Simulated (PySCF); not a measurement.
## Electron correlation in Si (silicon, neutral)

[Ne] 3s2 3p2, high-spin 3P determinant. Calculation: PySCF 2.14, in def2-SVP; no relativity, point nucleus. Frozen: [Ne]; 4 electrons correlated.

MP2 pair energies summed by pair of shells (mhartree):

```tsv
pair	energy	share (%)
3s-3p	-25.36	58.3
3s-3s	-14.08	32.4
3p-3p	-4.05	9.3
```

Total MP2 correlation energy: -43.49 mhartree.

Same-spin part -6.91 and opposite-spin part -36.58 mhartree; SCS-MP2 scales them by 1/3 and 6/5 to -46.20 mhartree.

```csv
level,correlation energy (mhartree)
CCSD,-61.46
(T),-0.98
CCSD(T),-62.44
```

Diagnostics: T1 = 0.010, D1 = 0.0230, largest double amplitude 0.112.

Cost of the coupled-cluster step: 0.1 s of wall time on 1 thread of Neoverse-V1 (shared host), for 4 correlated electrons.

Iterations:

```
CC2 = 0
CCSD nocc = (np.int64(3), np.int64(1)), nmo = (13, 13)
frozen orbitals [[0, 1, 2, 3, 4], [0, 1, 2, 3, 4]]
max_cycle = 100
direct = 0
conv_tol = 1e-08
conv_tol_normt = 1e-06
diis_space = 8
diis_start_cycle = 0
Init t2, MP2 energy = -0.0434906288202452
Init E_corr(UCCSD) = -0.043490628820723
cycle = 1  E_corr(UCCSD) = -0.0556571712288307  dE = -0.0121665424  norm(t1,t2) = 0.0529604
cycle = 2  E_corr(UCCSD) = -0.0592867597217735  dE = -0.00362958849  norm(t1,t2) = 0.0206342
cycle = 3  E_corr(UCCSD) = -0.0614513320886777  dE = -0.00216457237  norm(t1,t2) = 0.00941001
cycle = 4  E_corr(UCCSD) = -0.061438843432841  dE = 1.24886558e-05  norm(t1,t2) = 0.00172591
cycle = 5  E_corr(UCCSD) = -0.0614606325748224  dE = -2.1789142e-05  norm(t1,t2) = 0.00027311
cycle = 6  E_corr(UCCSD) = -0.0614541710786564  dE = 6.46149617e-06  norm(t1,t2) = 3.61947e-05
cycle = 7  E_corr(UCCSD) = -0.0614563442816747  dE = -2.17320302e-06  norm(t1,t2) = 8.41242e-06
cycle = 8  E_corr(UCCSD) = -0.061455798978774  dE = 5.45302901e-07  norm(t1,t2) = 2.01936e-06
cycle = 9  E_corr(UCCSD) = -0.0614559060412141  dE = -1.0706244e-07  norm(t1,t2) = 5.37735e-07
cycle = 10  E_corr(UCCSD) = -0.0614558971320256  dE = 8.90918848e-09  norm(t1,t2) = 8.0656e-08
UCCSD converged
E(UCCSD) = -288.8145843733853  E_corr = -0.06145589713202561
UCCSD(T) correction = -0.000977066414828004
```
